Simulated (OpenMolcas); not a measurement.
# Ti3+ in a ligand field

Ti3+ with 6 ligands (water) in octahedral coordination (Th) at 2.03 Å. Ligand basis ANO-RCC-VDZP.
```
Ti    0.0000    0.0000    0.0000
O     2.0300    0.0000    0.0000
H     2.6070    0.7797    0.0000
H     2.6070   -0.7797    0.0000
O     0.0000    2.0300    0.0000
H     0.0000    2.6070    0.7797
H     0.0000    2.6070   -0.7797
O    -2.0300    0.0000    0.0000
H    -2.6070    0.7797    0.0000
H    -2.6070   -0.7797    0.0000
O     0.0000   -2.0300    0.0000
H     0.0000   -2.6070    0.7797
H     0.0000   -2.6070   -0.7797
O     0.0000    0.0000    2.0300
H     0.7797    0.0000    2.6070
H    -0.7797    0.0000    2.6070
O     0.0000    0.0000   -2.0300
H     0.7797    0.0000   -2.6070
H    -0.7797    0.0000   -2.6070
```

```json
{"Program": "OpenMolcas", "Method": "CASSCF", "Basis": "ANO-RCC-VTZP [6s5p3d2f1g]", "Scalar Hamiltonian": "DKH2, point nucleus", "Active space": "1 electron in 5 orbitals (3d)", "State averaging": "2S+1 = 2 even, 5 roots", "Spin-orbit coupling": "state interaction with AMFI integrals over the reference wave functions"}
```

The lowest spin-free states (labels of O, taken over from Oh, the nearest higher group), above the lowest:

```csv
State,Degeneracy,E (cm-1)
2T2,3,0.0
2E,2,17109
```

The lowest levels with spin-orbit coupling:

```tsv
E (cm-1)	Degeneracy	Label	2S+1	g
0.0	4	Γ8	2	
207.2	2	Γ7	2	1.96 1.96 1.96
17181	4	Γ8	2
```

Powder χT (cm3 K/mol): 0.00518 at 2 K, 0.0249 at 10 K, 0.123 at 50 K, 0.237 at 100 K, 0.381 at 200 K, 0.453 at 300 K. The effective moment at 300 K is 2.828 √(χT) = 1.90 μB.

The lowest level has 2S+1 = 2, for which the spin-only value is χT = S(S+1) / 2 = 0.375 cm3 K/mol (g = 2). The computed 0.453 at 300 K differs by +0.078, through orbital momentum, spin-orbit coupling and any other state in reach. With a threefold ground state the orbital momentum is unquenched, so the spin-only value is not expected to hold.

Metal share of the active 3d orbitals (Löwdin): 88, 88, 95, 95, 95 %; Mulliken charge of the metal 2.78.

The gap between the two states is 10Dq = 17109 cm-1.

An orbital triplet at a regular site is open to Jahn-Teller coupling, which can distort the site and quench the lowest spin-orbit gaps and is left out. Ligand-to-metal charge-transfer states are missing. With metal d orbitals alone the field can be off either way by tens of per cent. No measured value stands beside these numbers; the geometry was imposed, not optimised, and the real ion may take another.
